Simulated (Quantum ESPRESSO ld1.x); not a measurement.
Question: Ta I, configuration [Xe] 4f14 5d3 6s2. Calculated with ld1.x of Quantum ESPRESSO 7.5: non-relativistic Kohn-Sham, LDA (Slater exchange, Perdew-Wang correlation), spin-polarised, spherical densities, point nucleus, Perdew-Zunger self-interaction correction; open shells are filled with parallel spins first; relativity is left out, which matters for an element this heavy. Some entries of the table are withheld. Estimate them.

| orbital | occ. | eigenvalue (eV) | <r> (bohr) |
|---|---|---|---|
| 1s up | 1 | -62433.367 | 0.02075 |
| 1s down | 1 | -62433.366 | 0.02075 |
| 2s up | 1 | -10249.810 | 0.08779 |
| 2s down | 1 | -10249.693 | 0.08779 |
| 2p up | 3 | -9858.283 | 0.07419 |
| 2p down | 3 | -9858.190 | 0.07419 |
| 3s up | 1 | -2341.846 | 0.2234 |
| 3s down | 1 | -2341.799 | 0.2234 |
| 3p up | 3 | -2148.196 | 0.2134 |
| 3p down | 3 | -2148.148 | 0.2134 |
| 3d up | 5 | -1791.772 | 0.1870 |
| 3d down | 5 | -1791.695 | 0.1870 |
| 4s up | 1 | -471.239 | 0.4999 |
| 4s down | 1 | -471.137 | 0.4999 |
| 4p up | 3 | -389.642 | 0.5077 |
| 4p down | 3 | -389.533 | 0.5077 |
| 4d up | 5 | -241.227 | 0.5264 |
| 4d down | 5 | -241.096 | 0.5262 |
| 5s up | 1 | -67.951 | 1.210 |
| 5s down | 1 | -66.739 | 1.205 |
| 4f up | 7 | -48.166 | 0.6146 |
| 4f down | 7 | -47.961 | 0.6118 |
| 5p up | 3 | (1) | 1.350 |
| 5p down | 3 | (2) | 1.343 |
| 5d up | 3 | -9.881 | 2.093 |
| 5d down | 0 | -8.191 | 2.172 |
| 6s up | 1 | -7.427 | 3.561 |
| 6s down | 1 | -6.491 | 3.771 |

Answer: 
(1) 5p up eigenvalue (eV): -44.344
(2) 5p down eigenvalue (eV): -42.955
